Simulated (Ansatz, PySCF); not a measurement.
The pair A = BF3 (SMILES FB(F)F) (first 4 atoms), B = H2O (SMILES O); geometry from B3LYP-D3(BJ)/def2-TZVP.
(charge 0, multiplicity 1):
```json
[
 {"atom": "F", "x (Å)": "1.0579", "y (Å)": "-0.7844", "z (Å)": "0.3019"},
 {"atom": "B", "x (Å)": "0.0295", "y (Å)": "0.0251", "z (Å)": "0.5722"},
 {"atom": "F", "x (Å)": "0.2110", "y (Å)": "1.3471", "z (Å)": "0.3697"},
 {"atom": "F", "x (Å)": "-1.2132", "y (Å)": "-0.4605", "z (Å)": "0.3687"},
 {"atom": "O", "x (Å)": "0.0374", "y (Å)": "0.0156", "z (Å)": "2.4372"},
 {"atom": "H", "x (Å)": "-0.8262", "y (Å)": "-0.2853", "z (Å)": "2.7506"},
 {"atom": "H", "x (Å)": "0.1646", "y (Å)": "0.9198", "z (Å)": "2.7546"}
]
```

Correlated levels freeze the cores. Rows in 6-31G* carry no dispersion term and start afresh at each structure (6-31G* with six Cartesian d functions). MP2/6-31G* freezes PySCF's default core.

Codes used: Ansatz (Gaussian orbitals); PySCF for 6-31G* rows. Each number belongs to the level named beside it.

Total energies (hartree), monomers frozen at their geometry in the pair:

```
structure              PBE/def2-TZVPPD    MP2/6-31G*  CCSD(T)/aug-cc-pVDZ
---------------------  ---------------  ------------  -------------------
AB                        -400.7821181  -399.9967514         -400.2183493
A in the pair's basis     -324.3728549  -323.7671740         -323.9170685
B in the pair's basis      -76.3834693   -76.2034667          -76.2758394
A                         -324.3726718  -323.7624945         -323.9123319
B                          -76.3833999   -76.1964992          -76.2735802
```

Q: Work out the interaction energy without and with the counterpoise correction, and the superposition error, for each level.

A: 
E(AB) − E(A) − E(B), times 627.509 kcal/mol, with the monomers in their own basis and then in the pair's basis:
- PBE/def2-TZVPPD: -16.34 uncorrected, -16.19 corrected; the monomers gain 0.16 kcal/mol from borrowed functions
- MP2/6-31G*: -23.69 uncorrected, -16.38 corrected; the monomers gain 7.31 kcal/mol from borrowed functions
- CCSD(T)/aug-cc-pVDZ: -20.35 uncorrected, -15.96 corrected; the monomers gain 4.39 kcal/mol from borrowed functions

Ansatz is an electronic-structure program.
